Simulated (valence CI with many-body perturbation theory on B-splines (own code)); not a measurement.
# Forbidden lines of Ta⁺

Calculated by configuration interaction combined with many-body perturbation theory (CI+MBPT): four valence electrons over a frozen Dirac-Fock core [Xe] 4f14, radial functions for each j: 9 s, 9 p, 10 d, 8 f, 5 g, 3 h, 1 i, with the one-electron correlation potential Σ1 (screened to all orders), the two-electron term Σ2, the three-electron term Σ3, Breit, model QED; selected single and double excitations, second order for the rest, scaled by the run's own slope (own B-spline code, finite nucleus).

Set against measurement, 11 paired levels are off by 281 cm⁻¹ on average, the worst by 824. These come from a selection out of the NIST Handbook of Basic Atomic Spectroscopic Data. Levels without a partner in it may be off by more, other configurations by 1,000 to 4,000 cm⁻¹. Among the levels kept, up to 460 cm⁻¹ of a level comes from second order outside the variational space, and about a tenth of that is noise between levels of different J, which matters for small intervals. 2 measured levels below the end of the list, from 4125 cm⁻¹ on, found no clear computed partner.

Lines 51 to 95 of 95 in falling wavelength, among levels below 3.990 eV, chosen from the decays that carry over 1 % of a level's rate. Wavelengths and rates use the calculated energies, so an error of 300 cm⁻¹ moves a line at 1142 nm by 3.4 % and its rate by three times that or more. Electric multipoles are in the length gauge, E1 and E2 with the static RPA response of the core. Weak lines are less certain than strong ones. Lines between different terms over intervals too small for the method are left out, as are lines whose strength nearly cancels and 8 of this kind that miss the measured wavelength by over 7 %. Where a level lies close to another of its J and parity, the split of strength between their lines is uncertain. Branching is blank where the lifetime is uncertain.

Names give the largest LS component (configuration and term), which can be under half, so a name can repeat, a term be missing and a line seem to break the LS rules; names also repeat where a configuration has a term twice. Letters in brackets count levels of one name in rising energy.

| λ vac (nm) | Upper | Lower | Type | A (s⁻¹) | Branch % |
| --- | --- | --- | --- | --- | --- |
| 1223 | 5d4 5D_3 | 5d3 6s 3P_2 [a] | M1 | 2.92e-01 |  |
| 1206 | 5d3 6s 5P_3 | 5d3 6s 5F_4 | M1 | 2.74e-02 | 3.2 |
| 1206 | 5d3 6s 5P_3 | 5d3 6s 5F_4 | E2 | 1.15e-02 | 1.3 |
| 1198 | 5d2 6s2 1D_2 [a] | 5d3 6s 3P_1 [a] | M1 | 2.84e-01 |  |
| 1191 | 5d4 5D_1 | 5d2 6s2 3F_2 | M1 | 2.54e-02 | 3.0 |
| 1173 | 5d3 6s 3G_4 | 5d3 6s 5F_4 | M1 | 4.42e-01 |  |
| 1156 | 5d3 6s 5P_3 | 5d2 6s2 3F_2 | M1 | 4.71e-02 | 5.5 |
| 1142 | 5d3 6s 3F_2 [a] | 5d3 6s 5F_2 | M1 | 2.23e-01 |  |
| 1136 | 5d4 5D_2 | 5d3 6s 5F_4 | E2 | 6.53e-02 |  |
| 1125 | 5d3 6s 3G_4 | 5d2 6s2 3F_2 | E2 | 1.76e-02 |  |
| 1120 | 5d3 6s 1G_4 | 5d3 6s 5F_4 | M1 | 3.75e-01 |  |
| 1092 | 5d4 5D_2 | 5d2 6s2 3F_2 | M1 | 1.19e-01 |  |
| 1085 | 5d3 6s 3G_3 | 5d3 6s 5F_3 | M1 | 8.75e-02 | 9.5 |
| 1056 | 5d3 6s 5P_2 | 5d3 6s 5F_3 | M1 | 2.55e-02 | 3.1 |
| 1056 | 5d3 6s 5P_2 | 5d3 6s 5F_3 | E2 | 2.53e-02 | 3.1 |
| 1042 | 5d2 6s2 1D_2 [a] | 5d3 6s 5F_4 | E2 | 2.29e-02 |  |
| 1022 | 5d3 6s 3F_2 [a] | 5d3 6s 5F_1 | M1 | 2.75e-01 |  |
| 1021 | 5d3 6s 5P_1 | 5d3 6s 5F_2 | E2 | 3.63e-02 | 2.6 |
| 1021 | 5d3 6s 5P_1 | 5d3 6s 5F_2 | M1 | 1.67e-02 | 1.2 |
| 1020 | 5d4 5D_1 | 5d3 6s 5F_3 | E2 | 1.68e-01 | 19.7 |
| 1012 | 5d4 5D_3 | 5d3 6s 5F_4 | E2 | 3.72e-02 |  |
| 1007 | 5d3 6s 3G_5 | 5d3 6s 5F_4 | M1 | 7.33e-01 | 31.0 |
| 1004 | 5d2 6s2 1D_2 [a] | 5d2 6s2 3F_2 | M1 | 1.53e-01 |  |
| 976.7 | 5d4 5D_3 | 5d2 6s2 3F_2 | M1 | 1.25e-01 |  |
| 971.8 | 5d3 6s 3G_4 | 5d3 6s 5F_3 | M1 | 4.09e-01 |  |
| 946.4 | 5d4 5D_0 | 5d3 6s 5F_2 | E2 | 3.78e-01 | 93.2 |
| 935.5 | 5d3 6s 1G_4 | 5d3 6s 5F_3 | M1 | 4.97e-01 |  |
| 926.4 | 5d3 6s 3G_3 | 5d3 6s 5F_2 | M1 | 8.76e-02 | 9.5 |
| 924.4 | 5d3 6s 5P_1 | 5d3 6s 5F_1 | E2 | 1.37e-01 | 9.7 |
| 905.3 | 5d3 6s 5P_2 | 5d3 6s 5F_2 | E2 | 5.02e-02 | 6.1 |
| 880.2 | 5d2 6s2 1D_2 [a] | 5d3 6s 5F_3 | M1 | 2.41e-01 |  |
| 879.0 | 5d4 5D_1 | 5d3 6s 5F_2 | M1 | 4.91e-02 | 5.8 |
| 859.7 | 5d3 6s 5P_3 | 5d3 6s 5F_2 | M1 | 1.71e-02 | 2.0 |
| 858.9 | 5d4 5D_3 | 5d3 6s 5F_3 | M1 | 2.59e-01 |  |
| 858.9 | 5d4 5D_3 | 5d3 6s 5F_3 | E2 | 1.58e-01 |  |
| 828.6 | 5d3 6s 5P_2 | 5d3 6s 5F_1 | M1 | 2.20e-01 | 26.6 |
| 828.6 | 5d3 6s 5P_2 | 5d3 6s 5F_1 | E2 | 2.70e-02 | 3.3 |
| 823.6 | 5d4 5D_2 | 5d3 6s 5F_2 | E2 | 1.91e-01 |  |
| 823.6 | 5d4 5D_2 | 5d3 6s 5F_2 | M1 | 1.51e-02 |  |
| 806.5 | 5d4 5D_1 | 5d3 6s 5F_1 | E2 | 2.00e-01 | 23.4 |
| 806.5 | 5d4 5D_1 | 5d3 6s 5F_1 | M1 | 2.58e-02 | 3.0 |
| 759.6 | 5d4 5D_2 | 5d3 6s 5F_1 | E2 | 1.62e-01 |  |
| 756.5 | 5d4 5D_3 | 5d3 6s 5F_2 | M1 | 2.67e-01 |  |
| 756.5 | 5d4 5D_3 | 5d3 6s 5F_2 | E2 | 1.03e-01 |  |
| 716.3 | 5d2 6s2 1D_2 [a] | 5d3 6s 5F_1 | M1 | 2.59e-01 |  |
